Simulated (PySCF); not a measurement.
## Ta³⁺ (tantalum, charge +3) across methods

[Xe] 4f14 5d2, high-spin 3F determinant. All numbers are calculated (PySCF 2.14, the spin-free X2C one-electron Hamiltonian (Gaussian nucleus), in x2c-TZVPPall with one added diffuse shell each of s, p, d, f type (12s8p8d4f1g, 113 functions)).

| method | E (hartree) | mean ε 4f α (eV) | mean ε 4f β (eV) | mean ε 5d α (eV) | Σ⟨r²⟩ (bohr²) | ⟨S²⟩ |
| --- | --- | --- | --- | --- | --- | --- |
| PBE | -15603.48 | -53.169 | -52.951 | -30.113 | 35.06 | 2.001 |
| LDA | -15593.35 | -53.576 | -53.343 | -30.110 | 35.05 | 2.000 |
| UHF | -15598.42075 | -68.844 | -68.587 | -35.437 | 34.81 | 2.004 |
| r2SCAN | -15603.59 | -53.476 | -53.219 | -30.468 | 34.85 | 2.002 |

**Question.** Estimate the same row for PBE0.

**Answer.** E (hartree) = -15603.26; mean ε 4f α (eV) = -57.345; mean ε 4f β (eV) = -57.109; mean ε 5d α (eV) = -31.631; Σ⟨r²⟩ (bohr²) = 34.91; ⟨S²⟩ = 2.001.

Spin-orbit coupling, absent here, splits the open shell strongly.
